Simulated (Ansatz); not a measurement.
Compare A (`FB(F)C[SiH3]`) with its isomer B (`C[SiH2]B(F)F`).

Computed with Ansatz on PBE0-D4/def2-TZVP structures; ΔE is electronic, products minus reactants. CCSD(T)/CBS adds triple-zeta CCSD(T) − MP2 to the extrapolated MP2 energy (def2 sets, frozen cores). DFT in def2-TZVPP. B3LYP here is the variant with VWN-RPA as its local correlation; programs differ in this. Each species was taken in one conformer, which may not be the lowest.

Problem. Which is lower in electronic energy at CCSD(T)/CBS, and by how much? (Estimate.)

Solution. Ansatz gave: A, by 10.2 kcal/mol.

Problem. Give E(B) − E(A) in kcal/mol with PBE0-D4, B3LYP, CCSD(T)/def2-TZVPP, r2SCAN-D4, HF/def2-TZVPP, MP2/def2-TZVPP, CCSD/def2-TZVPP. (An estimate is asked.)

Solution. Ansatz gave: PBE0-D4 9.4, B3LYP 9.4, CCSD(T)/def2-TZVPP 10.4, r2SCAN-D4 10.1, HF/def2-TZVPP 11.9, MP2/def2-TZVPP 11.6, CCSD/def2-TZVPP 10.7. None reverses the order clearly.

Largest T1 diagnostic: 0.013.

From PBE to PBE0 (25 % exact exchange), in def2-TZVPP and without D4, E(B) − E(A) moves by +1.3 kcal/mol.
